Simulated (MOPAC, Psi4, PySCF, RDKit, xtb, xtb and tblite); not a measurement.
Conformational energy of SMILES c1cc([SeH])c(cc1)C#N (C₇H₅NSe), singlet. Scanned: dihedral C3–C8–Se9–H14; all other coordinates were relaxed at GFN2-xTB. Points at φ and −φ are mirror images.

Geometry of the scan point at 90° (Å):
```
14

N      3.2744     0.9210     0.0936
C      2.1579     0.6647     0.0646
C      0.7727     0.3746     0.0389
C     -0.1459     1.4247     0.0573
C     -1.5011     1.1562     0.0351
C     -1.9505    -0.1546    -0.0066
C     -1.0448    -1.2025    -0.0254
C      0.3149    -0.9453     0.0074
Se     1.5768    -2.4278    -0.0664
H      0.2175     2.4415     0.0857
H     -2.2090     1.9711     0.0466
H     -3.0095    -0.3634    -0.0284
H     -1.3896    -2.2253    -0.0657
H      1.6766    -2.5538     1.3744
```

Computed with: GFN2-xTB (xtb and tblite); B3LYP/def2-SVP // GFN2-xTB (Psi4); B3LYP-D3(BJ)/def2-SVP // GFN2-xTB (Psi4); PBE/def2-SVP // GFN2-xTB (Psi4); PBE-D3(BJ)/def2-SVP // GFN2-xTB (Psi4); UFF // GFN2-xTB (RDKit); PM7, restricted, heats of formation // GFN2-xTB (MOPAC); PM6, restricted, heats of formation // GFN2-xTB (MOPAC); GFN1-xTB // GFN2-xTB (xtb); RKS-B3LYP/6-31G* = restricted B3LYP/6-31G*, spherical d, density fitting // GFN2-xTB (PySCF); RHF/6-31G* = restricted Hartree-Fock/6-31G*, spherical d, density fitting // GFN2-xTB in PySCF; RKS-BP86/6-31G* = PySCF with restricted BP86/6-31G*, spherical d, density fitting // GFN2-xTB; RHF/3-21G = restricted Hartree-Fock/3-21G, density fitting // GFN2-xTB (PySCF).

Least-squares fit of E(φ) = a0 + Σ (a_n cos nφ + b_n sin nφ), n = 1 to 4, to the 12 scan points, in kcal/mol above the lowest point of each profile (levels whose profile four harmonics don't fit are not listed):

```csv
method,a0,a1,b1,a2,b2,a3,b3,a4,b4,rms of fit
GFN2-xTB,2.18,-0.32,0.00,-2.02,0.00,0.12,0.00,0.03,0.00,0.01
B3LYP/def2-SVP,1.53,-0.49,0.00,-1.22,0.00,0.16,0.00,0.01,0.00,0.01
B3LYP-D3(BJ)/def2-SVP,1.66,-0.56,0.00,-1.31,0.00,0.18,0.00,0.02,0.00,0.01
PBE/def2-SVP,1.98,-0.55,0.00,-1.62,0.00,0.16,0.00,0.03,0.00,0.01
PBE-D3(BJ)/def2-SVP,2.06,-0.60,0.00,-1.66,0.00,0.17,0.00,0.04,0.00,0.01
UFF,3.77,0.64,0.00,3.98,0.00,0.06,0.00,0.28,0.00,0.09
PM7,0.86,-0.48,0.00,-0.46,0.00,0.02,0.00,0.03,0.00,0.02
PM6,0.92,-0.22,0.00,-0.87,0.00,0.08,0.00,0.05,0.00,0.02
GFN1-xTB,2.64,-0.30,0.00,-2.51,0.00,0.10,0.00,0.06,0.00,0.01
RKS-B3LYP/6-31G*,1.30,-0.42,0.00,-1.09,0.00,0.21,0.00,-0.01,0.00,0.01
RHF/6-31G*,0.50,-0.41,0.00,-0.27,0.00,0.26,0.00,-0.01,0.00,0.02
RKS-BP86/6-31G*,1.62,-0.45,0.00,-1.36,0.00,0.20,0.00,-0.01,0.00,0.01
RHF/3-21G,0.37,-0.21,0.00,0.06,0.00,0.27,0.00,-0.07,0.00,0.01
```
